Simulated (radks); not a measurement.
Results of a calculation; reference values are marked as such.
Question: Radial electron density D(r) = 4 pi r^2 rho(r) of an atom or ion with 1 electrons. Code: a radial shooting solver on a logarithmic mesh with Libxc functionals. Model: Dirac Kohn-Sham, PBEsol, spin-unpolarised, spherical densities, point nucleus.

r (bohr),D(r) (e/bohr)
0.01134,0.1491
0.01321,0.1968
0.01537,0.2586
0.0179,0.3381
0.02083,0.4396
0.02426,0.5676
0.02824,0.7271
0.03287,0.9230
0.03796,1.146
0.0442,1.422
0.05145,1.741
0.0599,2.095
0.06973,2.473
0.08118,2.854
0.0945,3.210
0.11,3.502
0.1281,3.688
0.1491,3.729
0.1736,3.595
0.2021,3.280
0.2352,2.808
0.2739,2.231
0.3188,1.627
0.3712,1.074
0.4321,0.6312
0.503,0.3244
0.5856,0.1426
0.6817,0.05217
0.7936,0.01543

What is the nuclear charge?

Answer: Z = 7. The innermost maximum, from 1s, lies near gamma/Z bohr with gamma = sqrt(1 - (Z/c)^2) = 0.999, here 0.143 bohr (found: 0.143), and its height grows with Z. The density is that of the nitrogen ion N6+ in 1s1; the configuration itself is not fixed sharply by these data. D(r) has 1 maximum, at r = 0.143 bohr.
